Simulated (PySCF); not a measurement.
A structure optimised at PBE0-D3(BJ)/def2-TZVP, used in a PySCF frequency run:

```xyz
4

Be    -0.0035     1.7471     0.0000
H      0.0091     3.0813     0.0000
Se    -0.0419    -0.2877     0.0000
H      1.4298    -0.2890     0.0000
```
Charge 0, spin multiplicity 1.

Task: Write its SMILES, formula and point group.

Result: [BeH][SeH], BeH2Se, Cs

Task: What are its rotational constants (standard atomic weights)?

Result: 234.46, 11.615, 11.067 GHz
